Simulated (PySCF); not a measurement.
Does the structure fit the spectrum?

A compound C₃H₁₂NPSi₂ gives the data below (simulated from a calculation) and was assigned the structure `C=C[SiH2][Si@](C)(N)P`.

$^{13}$C{$^{1}$H} NMR (computed): δ 31.5 (CH2, 2C), 20.6 (CH2).

$^{1}$H NMR (600 MHz, computed): δ 4.69 (m, 6H), 2.63 (m, 2H), 2.17 (m, 4H).

Fast rotation and ring inversion assumed for equivalent nuclei, no solvent model, one computed conformer, non-relativistic Hamiltonian. NMR shieldings at PBE0/pcSseg-1/GIAO; GFN2-xTB structure; PySCF.

δ = σ(ref) − σ, references computed at the same level: TMS for $^{1}$H, $^{13}$C.

(1) Compare with the shifts computed for the proposed structure, pairing carbons in order of shift.

(2) Which isomer fits?

## Answers

(1) Atoms are numbered as in `[CH2:1]=[CH:2][SiH2:3][Si@:4]([CH3:5])([NH2:6])[PH2:7]` (H(Xn): hydrogen on atom n).

```
atom  computed for proposal  given list  difference
  C1                  142.4        31.5      +110.9
  C2                  139.1        31.5      +107.6
  C5                    1.8        20.6       -18.8
```

The rms difference is 89.9 ppm and the largest +110.9 ppm at C1 (terminal =CH2 carbon). The proposal also would give 3 carbon signals, not 2. The carbon types in order of shift don't match either: CH2, CH, CH3 for the proposal against CH2, CH2, CH2 in the data. The proposal doesn't fit.

(2) `[SiH3]N([SiH3])P1CCC1`.

δC 20.6: sp3 CH2 in a ring; aliphatic region, no heteroatom directly attached. δH 4.69: hydrogen on a silicon bonded to N. δH 2.63: hydrogen on an sp3 CH2 in a ring. δH 2.17: hydrogen on an sp3 CH2 bonded to P.

This is the structure that produced the data.

Splittings by $^{31}$P in the carbon and heteronuclear signals aren't shown, as no couplings were computed. Shifts are as computed. Against solution values, carbons near 30 ppm lie about +3 ppm off and those near 130 ppm about +5 ppm. Of 1211 compounds with measured shifts, 218 miss one by over three times the rms of a fit or turn the order of signals round; such compounds aren't used in these exercises. No couplings were computed; multiplicities are counted from neighbouring protons, with m where these are inequivalent, close in shift, in a saturated or five-membered ring or joined by F or P, and br s for small geminal =CH2 splittings.
